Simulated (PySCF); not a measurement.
**Spin states of KTl⁺**

Unrestricted PBE0; K def2-SVP, Tl def2-SVP with ECP60; scalar-relativistic core potentials (PySCF 2.14). Outer shells of the fragments: K+ closed shells only; Tl 5d10 6s2 6p1.

Followed along the bond (rough minima from three points):

| 2Ms+1 | unpaired | ⟨S²⟩ at the start | R at minimum (Å) | Te (eV) |
| --- | --- | --- | --- | --- |
| 2 | σ ↑ | 0.75 | 4.15 | 0.00 |
| 2 | π ↑ | 0.75 | 4.11 | 0.68 |
| 4 | σ ↑↑, π ↑ | 3.75 | 4.09 | 6.16 |

Solutions found at the starting distance of 3.475 Å, counted from the lowest of them; the search is not exhaustive and high or unbound solutions are not listed, so other states can lie among these:

```json
{"2Ms+1": "2", "unpaired": "σ ↑", "term": "²Σ⁺", "E (eV)": "0.00", "⟨S²⟩": "0.75", "⟨Lz²⟩": "0.00", "μ (D)": "-10.21"}
{"2Ms+1": "2", "unpaired": "π ↑", "term": "²Π", "E (eV)": "0.57", "⟨S²⟩": "0.75", "⟨Lz²⟩": "1.00", "μ (D)": "-11.68"}
{"2Ms+1": "4", "unpaired": "σ ↑↑, π ↑", "term": "⁴Π", "E (eV)": "6.14", "⟨S²⟩": "3.75", "⟨Lz²⟩": "1.01", "μ (D)": "-11.05"}
{"2Ms+1": "2", "unpaired": "δ ↑", "term": "²Δ", "E (eV)": "6.49", "⟨S²⟩": "0.75", "⟨Lz²⟩": "4.00", "μ (D)": "2.25"}
{"2Ms+1": "4", "unpaired": "σ ↑, π ↑↑", "term": "⁴Σ⁻", "E (eV)": "6.65", "⟨S²⟩": "3.75", "⟨Lz²⟩": "0.00", "μ (D)": "-11.80"}
{"2Ms+1": "4", "unpaired": "σ ↑↑↑", "term": "⁴Σ⁺", "E (eV)": "9.40", "⟨S²⟩": "3.75", "⟨Lz²⟩": "0.00", "μ (D)": "0.11"}
```

A term symbol is given only where ⟨S²⟩ and ⟨Lz²⟩ are close to those of a pure state; real π, δ and φ orbitals otherwise mix terms. A positive dipole points towards Tl; it is taken about the centre of mass and depends on that origin.

Task: Compare the gap between the two lowest followed solutions at the starting distance with the gap between their minima.

Result: At PBE0 the second solution (doublet, unpaired electrons π ↑) lies +0.57 eV from the first (doublet, unpaired electrons σ ↑) at 3.475 Å and +0.68 eV at the minima; the two curves relax by different amounts, since their minima lie near 4.11 and 4.15 Å.

These are scalar-relativistic numbers at best; spin–orbit coupling would shift them, the dissociation energy most. Counting both spins, an empty level lies below a filled one in some of these solutions, because spin and occupation are held.
